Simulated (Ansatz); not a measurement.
`B[Si](O)(F)[SiH3]` + `OC[AsH2]` → `B[AsH]CO` + `O[SiH](F)[SiH3]`  (cleavage of the B–Si bond)

Calculated with Ansatz (gas phase, PBE0-D4/def2-TZVP geometries, no zero-point term in ΔE). CBS: MP2 limit from def2 TZ/QZ plus the TZ coupled-cluster correction, frozen cores. Functionals use def2-TZVPP. B3LYP here is the variant with VWN-RPA as its local correlation; programs differ in this. For As outer-core shells are correlated without core-valence functions, which leaves a few kJ/mol of doubt a bond. Scalar relativity is left out up to krypton. Each species was taken in one conformer, which may not be the lowest.

Q: Is it downhill or uphill in electronic energy at CCSD(T)/CBS, and by how much? (An estimate is asked.)

A: Ansatz gave: Downhill: ΔE = -0.60 eV.

Q: What do these levels give: PBE0-D4, B3LYP-D4, CCSD/def2-TZVPP, CCSD(T)/def2-TZVPP, MP2/def2-QZVPP, CCSD/CBS(def2)? (An estimate is asked.)

A: The calculation gave: PBE0-D4 -0.53, B3LYP-D4 -0.52, CCSD/def2-TZVPP -0.59, CCSD(T)/def2-TZVPP -0.60, MP2/def2-QZVPP -0.69, CCSD/CBS(def2) -0.59 eV.

Largest T1 diagnostic among the species: 0.013.

In def2-TZVPP, CCSD(T) changes the Hartree–Fock value by −0.03 eV (the triples alone add −0.01 eV) and MP2 by −0.13 eV. From PBE to PBE0 (25 % exact exchange), in def2-TZVPP and without D4, ΔE moves by −0.03 eV.
